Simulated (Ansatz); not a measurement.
`[SiH3][Al]([Cl])[Cl]` + H₂O → `O[SiH3]` + `[Cl][AlH][Cl]`  (formal hydrolysis of the Si–Al bond)

Calculated with Ansatz (gas phase, PBE0-D4/def2-TZVP geometries, no zero-point term in ΔE). CCSD(T)/CBS is the MP2 limit (def2-TZVPP, def2-QZVPP) plus CCSD(T) − MP2 in def2-TZVPP, frozen cores. This one scheme is used for every species. Functionals use def2-TZVPP.

`[SiH3][Al]([Cl])[Cl]`:

```xyz
7

Si    0.794    0.742   -0.330
Al   -0.892   -0.859    0.387
Cl   -2.868   -0.701   -0.276
Cl   -0.450   -2.439    1.683
H     2.120    0.426    0.263
H     0.907    0.719   -1.814
H     0.389    2.112    0.087
```

H₂O:

Cartesian coordinates in Å:
```
O 0.015 0.316 -0.226
H 0.649 -0.403 -0.184
H -0.665 0.087 0.410
```

`O[SiH3]`:

```xyz
6

O     0.603   -0.986    0.553
Si   -0.249    0.307   -0.009
H     1.196   -1.430   -0.054
H     0.651    1.398   -0.474
H    -1.067    0.781    1.130
H    -1.134   -0.070   -1.146
```

`[Cl][AlH][Cl]`:

Z-matrix (Å, degrees):
```
Al
Cl 1 2.082
Cl 1 2.082 2 118.2
H 1 1.563 2 120.9 3 180.0
```

Question: Is it downhill or uphill in electronic energy at CCSD(T)/CBS, and by how much? (Estimate.)

Answer: Ansatz gave: Downhill: ΔE = -16.7 kcal/mol.

Question: What do these levels give: B97M-V, BHLYP-D4, PBE-QIDH, r2SCAN, CAM-B3LYP, HF/def2-TZVPP? (Best estimate.)

Answer: The calculation gave: B97M-V -19.2, BHLYP-D4 -19.0, PBE-QIDH -16.5, r2SCAN -16.8, CAM-B3LYP -20.1, HF/def2-TZVPP -23.5 kcal/mol.

Largest T1 diagnostic among the species: 0.011.

The D4 term adds +1.2 kcal/mol with B3LYP and +0.8 kcal/mol with PBE0; it sums over pairs of atoms, weighted by their polarisabilities, and B3LYP, whose exchange is more repulsive, gets the larger term. From BLYP to BHLYP (50 % exact exchange), in def2-TZVPP and without D4, ΔE moves by −3.1 kcal/mol.

B3LYP here is the variant with VWN-RPA as its local correlation; programs differ in this.
